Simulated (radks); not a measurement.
Values are calculated unless marked as measured or tabulated.
Excited configurations of the praseodymium ion Pr+: one electron is placed in a higher orbital outside [Xe] 4f3. The ground configuration is [Xe] 4f3 6s1. Code: a radial shooting solver on a logarithmic mesh with Libxc functionals. Model: Dirac Kohn-Sham, LDA (Slater exchange, Perdew-Wang correlation), spin-unpolarised, spherical densities, finite nucleus; open shells fill j = l - 1/2 first; Fermi nuclear charge, rms radius 4.8919 fm. Excitation = E - E(ground); binding = E(ion) - E, where the ion is the core of charge +2; n* = 2/sqrt(2 binding) in atomic units, and the quantum defect is n - n*.

| outer orbital | excitation (eV) | binding (eV) | n* | quantum defect | eigenvalue (eV) | <r> (bohr) |
|---|---|---|---|---|---|---|
| 5d3/2 | 0.863 | 9.950 | 2.339 | 2.661 | -6.398 | 3.011 |
| 5f5/2 | 7.317 | 3.496 | 3.946 | 1.054 | -2.487 | 8.714 |
| 6p1/2 | 2.786 | 8.027 | 2.604 | 3.396 | -6.061 | 4.897 |
| 6d3/2 | 6.183 | 4.630 | 3.428 | 2.572 | -3.482 | 7.728 |
| 7s1/2 | 5.601 | 5.213 | 3.231 | 3.769 | -4.129 | 8.173 |

The Delta-SCF ionisation energy is 10.813 eV (NIST Atomic Spectra Database: 10.63 eV, semi-empirical). Self-interaction in the functional shifts the binding energies and quantum defects, so they are the method's values and not measured ones. Spin polarisation and multiplet splitting are left out, so open shells lie too high by an amount that depends on their filling.

Beside tabulated values, note that spin-unpolarised runs miss the spin-polarisation part of the exchange energy of open shells.
